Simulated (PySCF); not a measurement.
# [CBr2]+: one-bond stretch

These are results of UPBE0/[C def2-TZVP, Br def2-TZVP], no relativity, density fitting, PySCF, not measurements.

Rigid scan from the doublet minimum (C–Br 1.741 Å (×2); Br–C–Br 137.2°). Coordinate: the bond from C to the last atom (Br) scaled, the rest fixed. Energies in kJ/mol from the minimum.

Task: Predict the curve at 0.92, 0.96, 1.00, 1.05, 1.12, 1.20, 1.35, 1.55, 1.80, 2.20.

Result: 
```
scale of one bond  E (kJ/mol)  dipole size (D, about the centre of mass)  ⟨S²⟩
             0.92        37.3                                       0.79  0.76
             0.96         8.2                                       0.45  0.76
             1.00         0.0                                       0.23  0.76
             1.05         9.5                                       0.49  0.76
             1.12        44.4                                       1.09  0.76
             1.20        97.2                                       1.77  0.77
             1.35       191.0                                       2.93  0.80
             1.55       254.8                                          –  0.76
             1.80       275.8                                          –  0.79
             2.20       293.9                                          –  0.82
```

Other isomers or separated fragments may lie lower.

The scan took 54 s on 2 threads of a shared AMD EPYC 7R43 64-Core (Zen 3) host; the process peaked at 1.6 GiB. Launch command: `OMP_NUM_THREADS=2 python axn.py task.json out`.
